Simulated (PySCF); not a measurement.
Species: C₂H₅FSi.
Numbering: `[CH2:1]=[CH:2][SiH2:3][F:4]` (hydrogens: H5, H6 on C1; H7 on C2; H8, H9 on Si3)

Cartesian coordinates in Å at the PBE0-D3(BJ)/def2-SVP level; atoms count from 1:
```
atom  x, y, z in Å
C1    -1.483   -0.435   -0.192
C2    -0.372    0.285    0.006
Si3    1.307   -0.502    0.092
F4     2.226    0.005   -1.154
H5    -2.478    0.023   -0.232
H6    -1.450   -1.523   -0.322
H7    -0.468    1.372    0.124
H8     2.033   -0.118    1.336
H9     1.157   -1.981   -0.010
```

Computed with PySCF at CAM-B3LYP/def2-SVPD, non-relativistic, on one gas-phase PBE0-D3(BJ)/def2-SVP geometry that isn't relaxed in the solvent. The solvent is an IEF-PCM continuum (cavity from Bondi-type radii × 1.2), and excitations are vertical TDDFT with non-equilibrium linear response and a frozen core. Only the electrostatic response of the medium enters.

Gas-phase singlets (H = HOMO, L = LUMO):

```csv
state,E (eV),λ (nm),f,leading configurations
S1,6.608,188,0.007,H-1→L 94%
S2,7.112,174,0.340,H→L 92%
S3,7.784,159,0.016,H-2→L 90%
S4,7.949,156,0.066,"H→L+1 80%, H→L+2 9%"
S5,8.351,148,0.010,H→L+2 77%
```

Problem. What are the lowest 5 singlets in water (ε = 78.36)?

Solution. 
| state | E (eV) | λ (nm) | f | leading configurations | change by rank (eV) |
| --- | --- | --- | --- | --- | --- |
| S1 | 6.560 | 189 | 0.014 | H-1→L 92% | -0.048 |
| S2 | 6.954 | 178 | 0.410 | H→L 93% | -0.158 |
| S3 | 7.797 | 159 | 0.012 | H-2→L 91% | +0.013 |
| S4 | 7.970 | 156 | 0.080 | H→L+2 47%, H→L+1 44% | +0.021 |
| S5 | 8.263 | 150 | 0.021 | H→L+2 44%, H→L+1 36%, H→L+3 11% | -0.088 |

Problem. The ground-state energy changes by -0.114 eV from gas to water. By how much does the total energy of gas-phase S1 change?

Solution. E(S1) = E(S0) + excitation energy, so it changes by -0.114 − 0.048 = -0.162 eV: it is lowered more than the ground state, which is what a red shift means. This is the vertical state, with the slow part of the continuum still set for S0.

Problem. How do the frontier levels move from gas to water?

Solution. 
```csv
orbital,gas (eV),solvent (eV),change (eV),"Löwdin shares, gas","Löwdin shares, solvent"
LUMO+2,1.61,1.75,+0.14,"Si3 35 %, C2 13 %, H9 10 %, F4 10 %","C1 22 %, Si3 19 %, C2 16 %, H9 9 %"
LUMO+1,1.40,1.55,+0.15,"Si3 29 %, C1 26 %, C2 11 %, H5 9 %","Si3 46 %, C1 13 %, C2 11 %, F4 8 %"
LUMO,0.12,0.29,+0.17,"C1 34 %, C2 27 %, Si3 16 %, H5 5 %","C1 32 %, C2 25 %, Si3 18 %, F4 6 %"
HOMO,-9.79,-9.58,+0.21,"C2 40 %, C1 38 %, Si3 6 %","C2 41 %, C1 38 %, Si3 6 %"
HOMO-1,-10.59,-10.37,+0.22,"C2 30 %, Si3 20 %, C1 14 %, F4 8 %","C2 31 %, Si3 20 %, C1 15 %, H7 8 %"
HOMO-2,-11.05,-10.95,+0.10,"Si3 33 %, H9 23 %, H8 20 %, F4 15 %","Si3 34 %, H9 23 %, H8 21 %, F4 13 %"
HOMO-3,-12.83,-12.65,+0.18,"C1 23 %, F4 22 %, C2 17 %, H6 12 %","C1 26 %, C2 20 %, F4 14 %, H6 13 %"
```

The HOMO–LUMO gap goes from 9.92 to 9.88 eV. Rows go by rank; for LUMO+1 and LUMO+2 the atom shares or the degeneracy differ between the runs, so the row needn't follow one orbital.
